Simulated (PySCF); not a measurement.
Gas-phase reaction: GeH₃F + 3 HF ⇌ GeF₄ + 6 H

Computed with PySCF (xtb for GFN2) and rigid-rotor harmonic-oscillator thermochemistry at 1 bar. † marks an energy on the PBE0/def2-TZVP geometry and frequencies; other levels use their own. CCSD(T) freezes the core. 6-31G* has spherical d functions here. Open shells (unrestricted): H (multiplicity 2); the rest are closed-shell singlets. GFN2 has no spin-polarisation term. B3LYP is the form with VWN-RPA correlation. Ge: all electrons, no relativistic terms. CCSD(T) isn't extrapolated to the basis-set limit; its ΔH°(298 K) is 1062.6 kJ in def2-SVP and 1133.5 kJ in def2-TZVPP. The harmonic model lacks anharmonicity and excited electronic states, which grow with temperature; levels with a mode under 35 cm⁻¹ are left out.

ΔH° and ΔS° at 298 K: B3LYP/6-31G* 1025 kJ, 218 J/K; CCSD(T)/def2-TZVPP† 1133 kJ, 218 J/K; GFN2-xTB 1313 kJ, 234 J/K.

### Question
With the heat capacities included, give log10 K (1 bar) at 600, 800, 1200, 1800, 2000 K from B3LYP/6-31G*, CCSD(T)/def2-TZVPP†, GFN2-xTB.

### Answer
```tsv
T (K)	B3LYP/6-31G*	CCSD(T)/def2-TZVPP†	GFN2-xTB
600	-77.1	-86.6	-101.4
800	-54.3	-61.4	-72.3
1200	-31.1	-35.8	-42.8
1800	-15.3	-18.5	-22.8
2000	-12.2	-15.0	-18.8
```
